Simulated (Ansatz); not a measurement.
Consider the isomerisation: `[BH2][GeH2][SiH2]C` → `B[CH]([SiH3])[GeH3]`.

Gas-phase electronic energies from Ansatz, PBE0-D4/def2-TZVP geometries. CCSD(T)/CBS is the MP2 limit (def2-TZVPP, def2-QZVPP) plus CCSD(T) − MP2 in def2-TZVPP, frozen cores. DFT in def2-TZVPP. For Ge outer-core shells are correlated without core-valence functions, which leaves a few kJ/mol of doubt a bond. Scalar relativity is left out up to krypton. One conformer a species, not always the lowest.

CCSD(T)/CBS gives -11.3 kJ/mol.

Question: Another level gave -13.9 kJ/mol. Which?
A. SCS-MP2/def2-TZVPP
B. B2PLYP/def2-TZVPP
C. CCSD(T)/def2-TZVPP
D. PBE0-D4/def2-TZVPP

Answer: C. CCSD(T)/def2-TZVPP -13.9, PBE0-D4 -2.1, B2PLYP -8.2, SCS-MP2/def2-TZVPP -20.9 kJ/mol.

Largest T1 diagnostic among the species: 0.012.

From PBE to PBE0 (25 % exact exchange), in def2-TZVPP and without D4, ΔE moves by −5.3 kJ/mol. The D4 term adds −5.7 kJ/mol with B3LYP and −2.7 kJ/mol with PBE0; it sums over pairs of atoms, weighted by their polarisabilities, and B3LYP, whose exchange is more repulsive, gets the larger term.

CCSD(T)/CBS has its own doubt, a few kJ/mol and more with outer-core shells, so smaller differences from it don't rank the levels.

B3LYP here is the variant with VWN-RPA as its local correlation; programs differ in this.
